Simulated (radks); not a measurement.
Spherical quantum dot in the effective-mass picture: electrons in a hard-walled sphere of radius 2.28, with a point charge +1 (a donor) at the centre, all in effective atomic units (hartree* = m*/eps^2 hartree, bohr* = eps/m* bohr), one dielectric constant everywhere. Method: non-relativistic Kohn-Sham, exchange-only LDA, spin-polarised, spherical densities; computed with a radial shooting solver with Libxc functionals. Levels are named by radial order and angular momentum (1s, 1p, 1d, 2s, ...), and open shells are averaged over m. Results are scaled to m* = 0.04 and eps = 17.9, for which hartree* = 3.397 meV and bohr* = 23.68 nm.

N = 17, configuration 1s2 1p6 1d(up 5, down 4). This is the lowest configuration that the search found. Occupied and some empty levels:

level,occupation,eigenvalue (meV),<r> (nm)
1s up,1,34.474,30.52
1s down,1,34.561,30.44
1p up,3,37.073,34.99
1p down,3,37.175,34.97
1d up,5,40.584,37.15
1d down,4,40.691,37.14
2s up,0,42.734,24.18
2s down,0,42.784,24.22
1f up,0,45.073,38.66
1f down,0,45.182,38.66
2p up,0,50.315,27.95
2p down,0,50.380,27.95

Energy (meV): total 372.147, kinetic 150.86, external -41.686, Hartree 296.49, exchange-correlation -33.516.
